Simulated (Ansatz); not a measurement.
Mulliken charges of `[SiH3][GaH][CH]=S` from r2SCAN/def2-TZVPP in Ansatz (PBE0-D4/def2-TZVP geometry).

```
atom   x (Å)   y (Å)   z (Å)  charge (e)
 Si1  -0.089   1.689   0.060       0.098
 Ga2   0.812  -0.530   0.175       0.208
  C3  -0.332  -1.963  -0.558      -0.061
  S4  -1.106  -2.129   0.860      -0.101
  H5   0.596   2.479  -1.002      -0.063
  H6  -1.541   1.644  -0.265      -0.061
  H7   0.082   2.424   1.344      -0.059
  H8   2.153  -1.030   0.807      -0.057
  H9  -0.576  -2.585  -1.420       0.096
```

By hand: the dipole of these point charges (1 e Å = 4.8032 D).

Σ q r = (0.166, -0.199, -0.193) e Å, of length 0.323 e Å = 1.55 D.

How does the dipole of the full density compare? (Estimate.)

Ansatz gave: (-0.015, -0.151, -0.245) e Å, 1.38 D; the point charges give 1.12 times that, at 37° from its direction.

Point charges leave out the atoms' own dipoles, such as those of lone pairs, and Mulliken's split depends on the basis, so the two needn't agree.
